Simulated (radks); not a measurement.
Q: Bi56+, 27 electrons, occupied as [Ar] 3d9. All-electron calculation, scalar-relativistic Kohn-Sham, exchange-only LDA, spin-polarised, spherical densities, point nucleus; open shells are filled with parallel spins first (spin-orbit coupling, left out, can overturn this in heavy ions). Program: a radial shooting solver on a logarithmic mesh with Libxc functionals. Some entries of the table are withheld. Estimate them.

orbital,occ.,eigenvalue (Ry),<r^2> (bohr^2)
1s up,1,-6909.857,0.0003462
1s down,1,-6909.845,0.0003462
2s up,1,-1440.993,0.005215
2s down,1,-1440.632,0.005214
2p up,3,-1268.785,0.004452
2p down,3,-1268.481,0.004451
3s up,1,-517.3902,0.03203
3s down,1,-516.9801,0.03204
3p up,3,-467.6817,0.03275
3p down,3,-467.2774,0.03277
3d up,5,(1),0.02652
3d down,4,(2),0.02655

A: 
(1) 3d up eigenvalue (Ry): -420.9319
(2) 3d down eigenvalue (Ry): -420.4413
